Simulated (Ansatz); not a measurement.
Two isomers of C4H5F3: A = `FC/C=C/C(F)F`, B = `C/C=C/C(F)(F)F`.

Program: Ansatz. Geometries: PBE0-D4/def2-TZVP. ΔE: electronic, gas phase. CBS: MP2 limit from def2 TZ/QZ plus the TZ coupled-cluster correction, frozen cores. Double bonds are as drawn, so ΔE can hold a change between cis and trans. DFT in def2-TZVPP. One conformer a species, not always the lowest.

**Question.** Which is lower in electronic energy at CCSD(T)/CBS, and by how much? (Best estimate.)

**Answer.** Ansatz gave: B, by 15.5 kcal/mol.

**Question.** Give E(B) − E(A) in kcal/mol with CCSD(T)/def2-SVP, B2PLYP, CCSD/def2-TZVPP, PBE-D4, PBE0-D4, ωB97M-V, LDA (SPW92). (Estimate.)

**Answer.** Ansatz gave: CCSD(T)/def2-SVP -18.9, B2PLYP -15.2, CCSD/def2-TZVPP -15.7, PBE-D4 -15.5, PBE0-D4 -16.2, ωB97M-V -16.3, LDA (SPW92) -17.7. None reverses the order clearly.

**Question.** Does the order hold for the free energy at 298.15 K (harmonic terms from PBE0-D4)? (Estimate.)

**Answer.** Ansatz gave: Yes: G(B) − G(A) = -16.1 kcal/mol, for one conformer each.

Largest T1 diagnostic: 0.012.

At CCSD(T), def2-SVP lies −3.4 kcal/mol from the extrapolated value and def2-TZVPP −0.5 kcal/mol. Leaving LDA and LC-ωPBE aside and taking each functional with its dispersion term where it has one, the values, not all of them listed here, spread over 3.4 kcal/mol, from r2SCAN0-D4 to BLYP-D4. LDA lies −2.2 kcal/mol from PBE without D4.
